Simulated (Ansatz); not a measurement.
PbS2⁻. The state is a doublet with charge -1. Geometry relaxed at PBE-D4/def2-TZVPD.

```csv
atom,x (Å),y (Å),z (Å)
Pb1,0.2465,-0.1719,-0.6488
S2,-0.2519,2.1821,-0.2799
S3,0.0054,-2.0102,0.9286
```

In the def2 sets Pb takes a core potential; there is no spin–orbit coupling. The relaxation made no stability test and no search for a lower SCF solution. The structure comes from a short search, and lower isomers may exist.

Estimate the harmonic wavenumbers at UKS PBE-D4/def2-TZVPD (Ansatz, unscaled). Is this a minimum?

87, 308, 309 cm⁻¹. Yes, no mode is imaginary beyond noise. Zero-point energy 4.2 kJ/mol. Hardware: 4 threads of Arm Neoverse V2 on a shared host. Wall time 17 s.
